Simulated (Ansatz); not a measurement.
`[F][Sc]([F])[F]`, 4 atoms. Total charge 0; spin multiplicity 1. Correlated methods include outer-core shells of Sc, which these sets cover unevenly. Scalar relativity is left out up to krypton. All runs use 2 threads of a server CPU on a shared host. Correlated methods freeze the cores.

Q: Give the basis size and wall time and peak host memory of each of these runs in Ansatz. RHF-MP2/def2-QZVPP energy; RKS BHLYP-D4/def2-TZVPP energy; RHF-CCSD(T)/def2-SVP energy; RKS CAM-B3LYP-D4/def2-TZVPP energy; RKS ωB97M-V/def2-QZVPP energy; RHF-CCSD(T)/def2-TZVPP energy; RKS PBE0-D4/def2-TZVP frequencies; RKS PBE0-D4/def2-QZVPP energy; direct RPA on PBE orbitals/def2-TZVPP energy; RKS r2SCAN-D4/def2-TZVPP energy and forces; RKS r2SCAN0-D4/def2-TZVPP energy; RKS PBE0-D4/def2-TZVP relaxation (4 steps). (Best estimate.)

A: The calculation gave: Other jobs shared the machine, so times are rough.

```tsv
level	job	functions	wall time	peak host memory (GiB)
RKS BHLYP-D4/def2-TZVPP	energy	157	2.2 s	0.31
RKS CAM-B3LYP-D4/def2-TZVPP	energy	157	2.3 s	0.36
RHF-CCSD(T)/def2-SVP	energy	73	2.8 s	0.22
RKS r2SCAN0-D4/def2-TZVPP	energy	157	3.1 s	0.35
RKS r2SCAN-D4/def2-TZVPP	energy and forces	157	3.1 s	0.2
direct RPA on PBE orbitals/def2-TZVPP	energy	157	4.2 s	0.3
RKS PBE0-D4/def2-QZVPP	energy	264	4.4 s	0.63
RHF-MP2/def2-QZVPP	energy	264	7.5 s	0.73
RKS ωB97M-V/def2-QZVPP	energy	264	10 s	0.77
RKS PBE0-D4/def2-TZVP	relaxation (4 steps)	138	11 s	0.3
RHF-CCSD(T)/def2-TZVPP	energy	157	34 s	1.3
RKS PBE0-D4/def2-TZVP	frequencies	138	38 s	0.31
```
